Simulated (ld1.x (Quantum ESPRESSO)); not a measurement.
**silver (Ag): excitation energies, all-electron against PAW**

| Item | Value |
| --- | --- |
| Element | silver (Ag) |
| Generator | ld1.x (Quantum ESPRESSO) 7.5 |
| Type | PAW |
| Functional | PBE |
| Relativity | scalar-relativistic |
| Frozen core | [Ar] 3d10 |
| Valence charge | 19 |
| Reference configuration | 4s2 4p6 4d10 5s0.75 5p0.25 |
| Partial waves | 4s (bound): rcut 1.25, rcutus 1.70 bohr; 5s (bound): rcut 1.25, rcutus 1.70 bohr; 4p (bound): rcut 1.35, rcutus 1.45 bohr; 5p (bound): rcut 1.35, rcutus 1.45 bohr; 4d (bound): rcut 0.90, rcutus 1.20 bohr; 4d channel at 3.85 Ry: rcut 0.90, rcutus 1.20 bohr |
| Local potential | all-electron potential smoothed inside 1.10 bohr (lloc = -1) |
| Core correction | Bessel-smoothed model core, default radius (core density twice the valence density) |
| Augmentation charge | BESSEL, radius 1.00 bohr |

Energies are relative to the spin-unpolarised reference configuration 4s2 4p6 4d10 5s0.75 5p0.25; without spin polarisation the order of configurations can differ from experiment. Not all tests gave a result: test run stopped at test 5 of 7 (negative rho). The frozen-core shift is the all-electron ΔE with the core orbitals held at their reference shape minus the fully relaxed ΔE.

```
valence configuration  charge  ΔE all-electron (eV)  error AE − PS (meV)  frozen-core shift (meV)
  4s2 4p6 4d9 5s0 5p0      +2                28.946                 -2.6                     -0.1
 4s2 4p5 4d10 5s1 5p0      +1                64.320                  -33                      +30
```

(1) What are ΔE and the potential's error for 4s2 4p6 4d10 5s0 5p0?

(2) What are ΔE and the potential's error for 4s2 4p6 4d10 5s1 5p0?

Levels in the configuration 4s2 4p5 4d10 5s1 5p0:

```json
{"level": "4s", "all-electron (eV)": "-109.218", "pseudo (eV)": "-109.204"}
{"level": "4p", "all-electron (eV)": "-72.441", "pseudo (eV)": "-72.426"}
{"level": "4d", "all-electron (eV)": "-20.108", "pseudo (eV)": "-20.099"}
{"level": "5s", "all-electron (eV)": "-12.879", "pseudo (eV)": "-12.878"}
```

Answers

(1) ΔE = 6.832 eV all-electron; the error (AE − PS) is -1.3 meV.

(2) ΔE = -0.926 eV all-electron; the error (AE − PS) is +0.2 meV.

A variational frozen-core shift is positive and of second order in the change. This column holds negative values, so the frozen-core run of ld1.x carries numerical noise or an error of first order here, and the column gives no more than the rough size of the effect.
